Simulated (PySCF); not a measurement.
# GaI: frontier orbitals

BLYP at R = 2.617 Å; Ga cc-pVDZ-PP with ECP10, I cc-pVDZ-PP with ECP28; scalar-relativistic core potentials (PySCF 2.14). State: ¹Σ⁺ (singlet), closed shell. Only the outer orbitals are listed, counted within each symmetry, core potentials removing the inner ones.

| orbital | occ. | ε (eV) | on Ga (%) | main shells (%) |
| --- | --- | --- | --- | --- |
| 7σ | 2 | -16.41 | 6 | 93 I s |
| 8σ | 2 | -9.66 | 75 | 74 Ga s, 21 I p |
| 5π | 2 | -6.03 | 8 | 92 I p |
| 5π | 2 | -6.03 | 8 | 92 I p |
| 9σ | 2 | -5.89 | 43 | 57 I p, 21 Ga p, 21 Ga s |
| 6π | 0 | -2.41 | 92 | 92 Ga p |
| 6π | 0 | -2.41 | 92 | 92 Ga p |
| 10σ | 0 | -0.47 | 87 | 84 Ga p, 15 I p |

Which are the highest filled and the lowest empty level, where do they sit, and how wide is the gap?

Highest filled 9σ at -5.89 eV (in %: 57 I p, 21 Ga p, 21 Ga s); lowest empty 6π at -2.41 eV (in %: 92 Ga p); the gap at BLYP is 3.48 eV.

```json
{
  "bond order (Mayer)": "1.27",
  "⟨S²⟩": "0.000",
  "charge on Ga (Mulliken, basis-dependent)": "0.22",
  "charge on Ga (Löwdin, basis-dependent)": "0.09",
  "dipole moment (positive dipole means Ga(−)I(+))": "-2.43 D"
}
```

Spin–orbit coupling is left out.
